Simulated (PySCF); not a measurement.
**Worked example: refractive index and permittivity of the vapour**

In(H)2(OMe) (CH₅InO), SMILES C[O][InH2].

Geometry optimised at B3LYP-D3(BJ)/def2-SVP. The def2 effective core potentials stand for the cores of In; spin–orbit coupling is left out.

HF/def2-TZVPD (PySCF) gives a mean static polarisability of 51.4 bohr³ and a dipole moment of 2.14 D. Take an ideal gas at 298.15 K and 0.1 bar, whether or not the substance is that volatile.

Work out n − 1 in the optical limit and the static ε − 1.


Polarisability volume α' = 51.4 × 0.148185 = 7.62 Å³. Number density N = p/kT = 2.43e-6 Å⁻³.
Dilute limit of Lorentz–Lorenz: n − 1 = 2π N α' = 0.00012.
Orientation term of Debye: μ²/(3kT) = 8.098 Å³ × μ²(D²) = 37.08 Å³.
ε − 1 = 4π N (α' + μ²/3kT) = 0.0014. Orientation of the dipole supplies 83 % of the static response; it can't follow optical fields. Vibrational polarisation and dispersion are left out.
